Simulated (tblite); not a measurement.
C₇H₁₂O₄.
SMILES with atom numbers: `[CH3:1][CH2:2][CH2:3][O:4][C:5](=[O:6])[C@@H:7]([CH3:8])[O:9][CH:10]=[O:11]` (hydrogens: H12, H13, H14 on C1; H15, H16 on C2; H17, H18 on C3; H19 on C7; H20, H21, H22 on C8; H23 on C10)

Computed with GFN2-xTB (tblite), gas phase: L-BFGS steps from a force-field or distance-geometry start until the largest atomic force falls under 0.01 eV/Å.

Step 143: E = -1017.4477 eV
```
atom  x, y, z in Å  |  force x, y, z in eV/Å
C1      2.6146    1.0862   -0.0544   -0.023   0.003  -0.005
C2      2.6583   -0.3800   -0.4658    0.011  -0.001  -0.028
C3      1.5863   -1.2074    0.2381    0.018  -0.005  -0.022
O4      0.2947   -0.9175   -0.3122    0.027  -0.011   0.006
C5     -0.5924   -0.3195    0.4660   -0.028  -0.008  -0.025
O6     -0.4414   -0.0208    1.6173    0.031   0.000   0.076
C7     -1.9085   -0.1047   -0.2934   -0.008  -0.013  -0.020
C8     -2.7588   -1.3657   -0.2275   -0.005  -0.016   0.009
O9     -2.6238    0.9609    0.3324   -0.061  -0.079   0.024
C10    -1.9932    2.1181    0.3747   -0.024   0.047  -0.006
O11    -0.9401    2.3673   -0.1331    0.086   0.024  -0.013
H12     3.3187    1.6653   -0.6467    0.000  -0.003   0.010
H13     2.8790    1.1894    0.9954   -0.034   0.024   0.010
H14     1.6198    1.5008   -0.2033    0.006   0.010   0.003
H15     2.5117   -0.4702   -1.5440   -0.008  -0.005   0.014
H16     3.6324   -0.8048   -0.2170   -0.001  -0.016  -0.009
H17     1.5703   -0.9927    1.3110   -0.005  -0.011  -0.011
H18     1.7490   -2.2762    0.0735    0.013  -0.005   0.005
H19    -1.6794    0.1662   -1.3312    0.017   0.002   0.000
H20    -3.7127   -1.1907   -0.7156   -0.024   0.009  -0.017
H21    -2.9413   -1.6367    0.8094    0.010   0.022   0.003
H22    -2.2420   -2.1794   -0.7279    0.009  -0.002  -0.003
H23    -2.6059    2.8392    0.9371   -0.007   0.032  -0.001
```

Step 144: E = -1017.4480 eV
```
atom  x, y, z in Å  |  force x, y, z in eV/Å
C1      2.6144    1.0889   -0.0577   -0.019  -0.003  -0.006
C2      2.6591   -0.3785   -0.4660    0.013  -0.004  -0.026
C3      1.5872   -1.2047    0.2396    0.015  -0.002  -0.012
O4      0.2957   -0.9158   -0.3115    0.013  -0.006   0.008
C5     -0.5949   -0.3232    0.4673   -0.019  -0.013  -0.011
O6     -0.4471   -0.0298    1.6207    0.024  -0.006   0.047
C7     -1.9099   -0.1072   -0.2946   -0.006  -0.002  -0.018
C8     -2.7632   -1.3663   -0.2295   -0.011  -0.003   0.006
O9     -2.6244    0.9609    0.3288    0.000  -0.021   0.017
C10    -1.9868    2.1158    0.3786    0.038   0.032  -0.055
O11    -0.9279    2.3623   -0.1219   -0.038  -0.022   0.042
H12     3.3160    1.6682   -0.6531   -0.006  -0.008   0.010
H13     2.8819    1.1953    0.9909   -0.031   0.021   0.013
H14     1.6184    1.5013   -0.2036    0.006   0.011  -0.003
H15     2.5127   -0.4717   -1.5437   -0.011   0.000   0.006
H16     3.6332   -0.8032   -0.2168   -0.002  -0.009  -0.005
H17     1.5705   -0.9864    1.3119   -0.004  -0.016  -0.011
H18     1.7502   -2.2745    0.0787    0.012   0.007   0.005
H19    -1.6791    0.1618   -1.3325    0.023   0.005   0.001
H20    -3.7143   -1.1902   -0.7241   -0.008   0.004  -0.004
H21    -2.9512   -1.6324    0.8076    0.005   0.015   0.000
H22    -2.2452   -2.1825   -0.7248    0.005  -0.001   0.000
H23    -2.5999    2.8388    0.9387    0.001   0.022  -0.005
```

Problem. Estimate the geometry and energy of step 145. (The exact step hangs on the optimiser's Hessian estimate; all steps are aligned on step 144, rigid shifts and turns removed.)

Solution. E = -1017.4483 eV, largest force 0.049 eV/Å
```
atom  x, y, z in Å  |  force x, y, z in eV/Å
C1      2.6156    1.0886   -0.0573   -0.003  -0.005   0.003
C2      2.6601   -0.3791   -0.4665    0.003   0.005  -0.003
C3      1.5885   -1.2064    0.2387    0.009   0.007  -0.009
O4      0.2966   -0.9163   -0.3102   -0.007   0.007   0.005
C5     -0.5946   -0.3249    0.4698    0.001  -0.007   0.030
O6     -0.4466   -0.0354    1.6249    0.010  -0.015  -0.018
C7     -1.9091   -0.1066   -0.2931   -0.001  -0.003  -0.001
C8     -2.7629   -1.3655   -0.2294   -0.006   0.007  -0.004
O9     -2.6248    0.9614    0.3299    0.010  -0.013   0.011
C10    -1.9908    2.1190    0.3762    0.017   0.016  -0.040
O11    -0.9329    2.3671   -0.1249   -0.027  -0.018   0.037
H12     3.3159    1.6692   -0.6537   -0.015  -0.018   0.012
H13     2.8849    1.1969    0.9911   -0.031   0.006   0.001
H14     1.6194    1.5006   -0.2003   -0.003   0.013  -0.011
H15     2.5124   -0.4721   -1.5436   -0.011   0.005  -0.010
H16     3.6340   -0.8048   -0.2185    0.003  -0.006  -0.002
H17     1.5723   -0.9908    1.3112    0.001  -0.009   0.003
H18     1.7509   -2.2757    0.0759    0.016  -0.002   0.000
H19    -1.6776    0.1616   -1.3308    0.027   0.014  -0.002
H20    -3.7138   -1.1892   -0.7243   -0.005   0.003  -0.004
H21    -2.9508   -1.6309    0.8073   -0.003   0.005   0.018
H22    -2.2445   -2.1816   -0.7242    0.004  -0.003  -0.001
H23    -2.6066    2.8416    0.9349    0.010   0.010  -0.015
```

The energy changes by -0.0003 eV. The first-order estimate −F·Δx gives -0.0004 eV and the mean of the old and new forces, exact on a quadratic surface, -0.0003 eV. The step makes an angle of 80° with the force vector and moves no atom by more than 0.008 Å.

Run on one thread of an Arm Neoverse N1, no GPU (shared host).
